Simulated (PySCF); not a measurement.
CF2GaNO, SMILES [F][Ga]([N]=C=O)[F].

The structure is a stationary point at TPSSh-D3(BJ)/def2-SVP. The structure was generated by enumeration; whether it is a known compound was not checked. One conformer was computed; it need not be the lowest.

Level of theory: TDA-PBE/def2-SVPD in PySCF.

Vertical excitations.  State labels are in the subgroup Cs.

Computed UV-visible absorptions:
```tsv
state	symmetry	energy (eV)	λ (nm)	f	main pairs
S1	A"	5.15	241	0.005	HOMO−1→LUMO 100 %
S2	A'	5.17	240	0.014	HOMO→LUMO 96 %
S3	A"	5.80	214	0.001	HOMO→LUMO+1 100 %
S4	A'	6.37	195	0.123	HOMO−1→LUMO+1 82 %
S5	A'	6.76	184	0.018	HOMO−2→LUMO 96 %
S6	A"	6.84	181	0.000	HOMO−3→LUMO 100 %
S7	A'	6.95	178	0.069	HOMO−4→LUMO 96 %
S8	A"	7.39	168	0.000	HOMO−2→LUMO+1 100 %
S9	A"	7.42	167	0.051	HOMO−5→LUMO 96 %
S10	A"	7.43	167	0.006	HOMO−1→LUMO+2 97 %
T1	A'	4.83	257	0	HOMO→LUMO 99 %
T2	A"	4.87	255	0	HOMO−1→LUMO 100 %
T3	A'	5.57	223	0	HOMO−1→LUMO+1 99 %
T4	A"	5.68	218	0	HOMO→LUMO+1 99 %
```
Triplets are in the Tamm–Dancoff approximation.
